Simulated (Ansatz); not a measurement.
Basis-set series for BH5Se (`[BH3-][SeH2+]`). The species carries charge 0 and has multiplicity 1. The geometry is a stationary point of PBE0-D4/def2-TZVP.

```csv
functional,basis,functions,energy (Eh),HOMO (eV),LUMO (eV)
PBE0-D4,def2-SVP,71,-2428.73471,-8.26,-0.52
PBE0-D4,def2-TZVPP,149,-2429.06040,-8.35,-0.65
ωB97M-V,def2-SVP,71,-2428.88239,-10.47,1.52
ωB97M-V,def2-TZVPP,149,-2429.21217,-10.59,1.30
```

(1) Give the rows for def2-QZVPP. (An estimate is asked.)

## Answers

(1) Ansatz gave: 
```tsv
functional	basis	functions	energy (Eh)	HOMO (eV)	LUMO (eV)
PBE0-D4	def2-QZVPP	296	-2429.11315	-8.36	-0.70
ωB97M-V	def2-QZVPP	296	-2429.26329	-10.60	0.92
```

Positive LUMOs are unbound and depend on the basis. Scalar relativity is left out up to krypton.
